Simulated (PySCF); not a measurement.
Input of a response calculation (the driver script's job line, then coordinates in Å):

```
{"job": {"kind": "uv", "xc": "CAM-B3LYP", "basis": "def2-SVPD", "nstates": 8, "ntriplets": 3}, "charge": 0, "multiplicity": 1}
C      1.947980    -0.184497     0.682829
C      0.874768     0.380430     0.176034
Si    -0.398333     1.721638    -0.005974
C     -0.277785    -0.058222    -0.693088
C     -1.127047    -1.185577    -0.173049
F     -2.427645    -1.075507    -0.628126
H      2.216779    -1.209634     0.465399
H      2.622735     0.354089     1.329691
H     -0.157836     2.799690    -0.947467
H     -1.291030     1.972570     1.110459
H     -0.035522    -0.180555    -1.745073
H     -1.179315    -1.166772     0.920393
H     -0.772137    -2.167166    -0.509756
```

Its output, with some lines taken out ([cut]):

```
coarse grid: 11400 points
cycle   1  E = -545.3686777951  dE =  7.508e-01  |g| = 5.012e-01  |ddm| = 5.405e+00
cycle   2  E = -545.3664878518  dE =  2.190e-03  |g| = 5.820e-01  |ddm| = 1.289e+00
cycle   3  E = -545.4243258916  dE = -5.784e-02  |g| = 5.083e-02  |ddm| = 5.504e-01
cycle   4  E = -545.4247172041  dE = -3.913e-04  |g| = 2.741e-02  |ddm| = 1.115e-01
cycle   5  E = -545.4249038677  dE = -1.867e-04  |g| = 5.293e-03  |ddm| = 5.504e-02
cycle   6  E = -545.4249110226  dE = -7.155e-06  |g| = 1.633e-03  |ddm| = 1.112e-02
final grid: 105968 points
cycle   7  E = -545.5069668334  dE = -2.309e-05  |g| = 4.612e-03  |ddm| = 6.939e-02
cycle   8  E = -545.5069638596  dE =  2.974e-06  |g| = 6.064e-03  |ddm| = 1.570e-02
cycle   9  E = -545.5069718745  dE = -8.015e-06  |g| = 4.408e-04  |ddm| = 7.096e-03
cycle  10  E = -545.5069719166  dE = -4.217e-08  |g| = 1.376e-04  |ddm| = 8.411e-04
cycle  11  E = -545.5069719215  dE = -4.897e-09  |g| = 4.790e-05  |ddm| = 3.619e-04
cycle  12  E = -545.5069719221  dE = -6.139e-10  |g| = 1.362e-05  |ddm| = 1.164e-04
converged SCF energy = -545.5069719221

[cut]

Singlet excitations
state   eV       nm        f      main configurations
[cut]
  2   6.1995    200.0   0.00951   H-2->L 0.85, H-1->L 0.09
  3   6.5376    189.6   0.23603   H->L+1 0.86
  4   6.8366    181.4   0.19995   H-1->L 0.53, H->L+2 0.19, H-1->L+1 0.12
[cut]
  6   7.0347    176.2   0.11086   H->L+2 0.32, H-1->L 0.29, H->L+4 0.14
  7   7.2232    171.6   0.04514   H-2->L+1 0.69, H->L+2 0.08
  8   7.3861    167.9   0.03142   H->L+3 0.64, H->L+2 0.13

Triplet excitations (Tamm-Dancoff, eV): 4.1451 4.7196 5.1621
```

Computed, not measured: TDDFT CAM-B3LYP/def2-SVPD, vertical, gas phase, core orbitals frozen in the response in PySCF. Isolated species at its GFN2-xTB geometry (one conformer only).

Task: What stood in the cut lines?

Result: 
```
Static polarisability (au): isotropic 77.050, principal 60.100 77.494 93.556
  1   5.1969    238.6   0.00038   H->L 0.94
  5   6.9120    179.4   0.01108   H-1->L+1 0.70, H->L+2 0.13
```

Task: What transition dipole goes with state 3?

Result: |μ|² = 3f / (2ΔE) = 3 × 0.2360 / (2 × 0.2403) ≈ 1.474 au, so |μ| = 3.09 D.

Task: How much of the mean polarisability do the listed states account for?

Result: The sum over states Σ f/ΔE² (ΔE in hartree) gives 10.35 au, 13% of the total; the rest comes from higher roots of the same response equations.

Task: What is the total energy of state 6 at this geometry?

Result: -545.50697 + 0.25852 = -545.24845 hartree.

Task: Which species is it?

Result: `C=C1[SiH2][C@@H]1CF` (C4H7FSi), point group C1.

The SCF starts on a coarse grid; the energy jumps when the final grid takes over, and dE counts afresh there. H and L stand for HOMO and LUMO.

Time: 30 s (with the writing of density and orbital grids); peak memory 0.78 GiB. Hardware: Arm Neoverse V1, one thread, on a shared host.

Conformer computed: `[CH2:1]=[C:2]1[SiH2:3][C@@H:4]1[CH2:5][F:6]`: Si3–C4–C5–F6 75°.
